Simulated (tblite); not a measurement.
C₂H₈N₂Si₂.
Bonds: C1–C2 (double), C2–N3, N3–Si4, Si4–N5, N5–Si6, N3–Si6. Hydrogens: H7, H8 on C1; H9 on C2; H10, H11 on Si4; H12 on N5; H13, H14 on Si6.

Computed with GFN2-xTB (tblite), gas phase: L-BFGS steps from a force-field or distance-geometry start until the largest atomic force falls under 0.01 eV/Å.

Step 0: E = -481.2716 eV
```
atom  x, y, z in Å  |  force x, y, z in eV/Å
C1      2.4433    0.1422    0.0055   -0.545   0.252  -0.077
C2      1.4943   -0.4804    0.7092   -0.283   0.687  -0.327
N3      0.1321   -0.1590    0.5717   -0.814  -0.284   0.216
Si4    -1.3842   -1.1413    0.5710    0.848   0.006   0.457
N5     -2.2593    0.2478   -0.1028    0.611  -0.330  -0.831
Si6    -0.8856    1.3052    0.2972    0.770  -0.382   0.282
H7      3.4877   -0.0886    0.1032   -0.039  -0.022   0.054
H8      2.1649    0.9264   -0.6977    0.187  -0.271   0.245
H9      1.8275   -1.2539    1.4124   -0.713   0.118  -0.226
H10    -1.7797   -1.5029    1.9627   -0.019   0.238  -0.559
H11    -1.2306   -2.3010   -0.2834   -0.083  -0.112  -0.133
H12    -2.4887    0.1565   -1.1211    0.132   0.229   1.485
H13    -0.3887    2.1586   -0.7629   -0.047   0.080  -0.104
H14    -1.1337    1.9900    1.5927   -0.003  -0.210  -0.484
```

Question: Estimate the geometry and energy of step 1. (The exact step hangs on the optimiser's Hessian estimate; all steps are aligned on step 0, rigid shifts and turns removed.)

Answer: E = -481.3604 eV, largest force 1.011 eV/Å
```
atom  x, y, z in Å  |  force x, y, z in eV/Å
C1      2.4355    0.1458    0.0044    0.009   0.161  -0.048
C2      1.4902   -0.4706    0.7046   -0.587   0.269   0.032
N3      0.1205   -0.1630    0.5748   -0.210  -0.169   0.222
Si4    -1.3721   -1.1412    0.5776    0.496  -0.151   0.140
N5     -2.2506    0.2431   -0.1146    0.937  -0.220   0.309
Si6    -0.8746    1.2997    0.3012    0.485  -0.248   0.018
H7      3.4872   -0.0889    0.1040   -0.285   0.020   0.043
H8      2.1676    0.9226   -0.6942    0.088  -0.012   0.017
H9      1.8173   -1.2522    1.4091   -0.699   0.219  -0.304
H10    -1.7800   -1.4995    1.9548   -0.044   0.201  -0.400
H11    -1.2318   -2.3026   -0.2853   -0.067  -0.051  -0.071
H12    -2.4868    0.1598   -1.0999   -0.085   0.125   0.472
H13    -0.3894    2.1597   -0.7643   -0.038   0.030  -0.045
H14    -1.1338    1.9870    1.5858    0.001  -0.173  -0.386
```

The energy changes by -0.0888 eV. The first-order estimate −F·Δx gives -0.1207 eV and the mean of the old and new forces, exact on a quadratic surface, -0.0880 eV. The step makes an angle of 0° with the force vector and moves no atom by more than 0.022 Å.

The cost below is that of the whole relaxation. Time: 0.56 s wall. Hardware: one thread, Arm Neoverse V1 (aarch64), no GPU, shared host.
